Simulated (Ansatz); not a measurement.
`[SiH3][N]([SiH3])[AlH][Cl]` + H₂O → `[OH][AlH][Cl]` + `[SiH3]N[SiH3]` at 298.15 K and 1 bar (formal hydrolysis of the Al–N bond).

Isolated molecules relaxed with PBE0-D4/def2-TZVP in Ansatz; ΔE leaves out vibrations. CCSD(T)/CBS is the MP2 limit (def2-TZVPP, def2-QZVPP) plus CCSD(T) − MP2 in def2-TZVPP, frozen cores. This one scheme is used for every species. Each species was taken in one conformer, which may not be the lowest.

```
                     species  CCSD(T)/CBS energy (Eh)  H − E (kJ/mol)  S (J/(mol·K))
`[SiH3][N]([SiH3])[AlH][Cl]`              -1339.00991           199.3          403.0
                         H₂O                -76.37941            66.4          188.7
             `[OH][AlH][Cl]`               -778.29577            72.5          288.8
             `[SiH3]N[SiH3]`               -637.10515           192.6          335.6
```

H − E and S are ideal-gas, rigid-rotor, harmonic terms from PBE0-D4/def2-TZVP, for one conformer and one mirror image of each species. 1 Eh = 2625.50 kJ/mol, R = 8.31446 J/(mol·K).

Task: By hand: ΔE, ΔH, ΔS and ΔG.

Result: ΔE = (-778.29577) + (-637.10515) − (-1339.00991) − (-76.37941) = -0.01160 Eh = -30.5 kJ/mol. Δ(H − E) = 72.5 + 192.6 − 199.3 − 66.4 = -0.6, so ΔH = -31.1 kJ/mol. ΔS = 288.8 + 335.6 − 403.0 − 188.7 = 32.7 J/(mol·K). ΔG = -31.1 − 298.15 × (32.7)/1000 = -40.8 kJ/mol.

Task: By hand: the equilibrium constant, and the temperature at which ΔG would vanish if ΔH and ΔS stayed fixed.

Result: log₁₀ K = −ΔG/(RT ln 10) = 7.1. ΔH and −TΔS have one sign here, so there is no such temperature.

ΔH outweighs TΔS. A doubt of 5 kJ/mol in ΔE shifts log₁₀ K by 0.9 here. Other conformers and mirror images would add mixing entropy, several J/(mol·K) or more a flexible species. Modes under 60 cm⁻¹, often nearly free rotors, make the harmonic entropy too high. These are equilibria of isolated gas molecules and say nothing of rates. Largest T1 diagnostic: 0.011 (customary marks: 0.02 for closed shells, 0.045 for open ones).
